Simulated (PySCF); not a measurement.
NMR data simulated for an unnamed compound:

1H NMR (600 MHz, computed): δ 7.95 (s, 1H), 4.64 (q, 2H), 4.61 (s, 3H), 1.47 (t, 3H).

13C{1H} NMR (computed): δ 148.5 (CH), 127.0 (C), 46.6 (CH2), 20.0 (CH3).

Level of theory: σ from GIAO-PBE0/pcSseg-1, GFN2-xTB geometry, in PySCF 2.14 (gas phase, a single conformation, non-relativistic Hamiltonian, averaged over atoms made equivalent by symmetry, fast rotation or ring inversion).

Referencing at the same level of theory: 1H, 13C against TMS.

Which of these does the molecule contain: a Si–H bond, a CH3CH2 unit, a CF3 group, an ester, a vinyl group CH=CH2, a heteroaromatic ring?

## Answers


- A Si–H bond: yes (δH 4.61 (s)).
- A CH3CH2 unit: yes (δC 20.0, 46.6; δH 1.47 (t), 4.64 (q)).
- A CF3 group: no.
- An ester: no.
- A vinyl group CH=CH2: no.
- A heteroaromatic ring: yes.

The data belong to SMILES CCn1nncc1[SiH3], C$_{4}$H$_{9}$N$_{3}$Si; they needn't prove each group on their own.

Carbon signals by region: 2 in the sp2 and nitrile region (100–160 ppm), 2 below 50 ppm.

Shifts are as computed. Against solution values, carbons near 30 ppm lie about +3 ppm off and those near 130 ppm about +5 ppm. Of 1211 compounds with measured shifts, 218 miss one by over three times the rms of a fit or turn the order of signals round; such compounds aren't used in these exercises. No couplings were computed; multiplicities are counted from neighbouring protons, with m where these are inequivalent, close in shift, in a saturated or five-membered ring or joined by F or P, and br s for small geminal =CH2 splittings.
